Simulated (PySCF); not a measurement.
Species: C4H3OSe, net charge 0, doublet state. It need not be the lowest isomer of its formula. SMILES: c1[se]cc(c1)[O]
Geometry: optimised at B3LYP-D3(BJ)/def2-TZVP (Ansatz).

Dispersion corrections to the total energy (kcal/mol) from the dftd3 and dftd4 libraries through PySCF: D3(BJ) without and D4 with the three-body term, each with the damping fitted for the functional named.

```json
[
 {"functional": "PBE", "D3(BJ)": "-5.94", "D4": "-6.16"},
 {"functional": "revPBE", "D3(BJ)": "-14.98", "D4": "(withheld)"},
 {"functional": "BP86", "D3(BJ)": "-10.06", "D4": "-8.28"},
 {"functional": "BHLYP", "D3(BJ)": "-8.81", "D4": "-7.66"},
 {"functional": "LC-wPBE", "D3(BJ)": "(withheld)", "D4": "-6.89"},
 {"functional": "B3LYP", "D3(BJ)": "-10.87", "D4": "-10.04"},
 {"functional": "B2GP-PLYP", "D3(BJ)": "(withheld)", "D4": "-2.57"}
]
```

Some entries are withheld; supply them.


- revPBE, D4: -19.28
- LC-wPBE, D3(BJ): -5.83
- B2GP-PLYP, D3(BJ): -4.61
